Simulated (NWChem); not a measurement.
Excited singlets of CH₂F (+1) by symmetry

```xyz
4

C      0.0000     0.0000    -0.5879
F      0.0000     0.0000     0.6355
H     -0.9845     0.0000    -1.0961
H      0.9845     0.0000    -1.0961
```
Charge +1, spin multiplicity 1.

Everything below was run with NWChem. All single points use one geometry, from PBE0/def2-SVP, a minimum by its harmonic frequencies.

Basis set: def2-SVPD. Symmetry labels belong to the abelian group C2v used in the runs, with the axes of the coordinates shown. Entries are the lowest vertical excitation energy of each symmetry in eV (for CIS and TDDFT among the lowest few roots); a state of one symmetry need not have the same character in every method. Symmetries that some method's roots don't reach, or where a double excitation leads the EOM-CCSD root, are left out.

The correlated methods keep 2 core orbitals frozen. B3LYP has NWChem's definition, with VWN1-RPA local correlation. The spin multiplicity of the parent species was assumed, not shown to be that of its ground state. The structure started from a generated list of species. Coupled-cluster values serve here as a point of comparison, not as the truth.

```
method      a2     b2
--------  ----  -----
CIS       6.45  11.77
TD-PBE    4.99  10.14
TD-B3LYP   [?]    [?]
TDA-PBE0  5.35  10.58
EOM-CCSD  5.54  10.90
```

Task: Complete the blanks.

Result: 
- TD-B3LYP, a2: 5.30
- TD-B3LYP, b2: 10.40
